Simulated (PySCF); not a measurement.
Ionisation energy of Sc⁸⁺ by level of theory

Sc⁸⁺ [Ne] 3s2 3p1 (2P) → Sc⁹⁺ [Ne] 3s2 (1S), as a difference of total energies. All numbers are calculated (PySCF 2.14, the spin-free X2C one-electron Hamiltonian (Gaussian nucleus), in an even-tempered Gaussian basis (19 s from 0.25 bohr⁻², ratio 2.5; 12 p from 0.33 bohr⁻², ratio 2.5; 5 d from 2.3 bohr⁻², ratio 2.7; 5 f from 3.5 bohr⁻², ratio 2.7)). Correlated levels: outer shells: 1s2 frozen; virtual orbitals above 40 to 60 times the deepest correlated orbital energy dropped. The calculations carry no spin-orbit coupling.

```tsv
method	ionisation energy (eV)
UHF	179.35
LDA	180.40
PBE	180.45
PBE0	180.42
r2SCAN	180.54
r2SCANh	180.52
PBEsol	180.28
MP2 (outer shells)	179.88
SCS-MP2 (outer shells)	179.83
```

Task: How much does correlation contribute at MP2 (outer shells)?

Result: 179.88 − (179.35) = 0.53 eV, measured against UHF.

A first-order spin-orbit estimate (lowest level to lowest level, LS coupling) adds 0.450 eV.

For comparison: 180.03 ± 0.12 eV (measured; NIST Atomic Spectra Database, ionization energies).
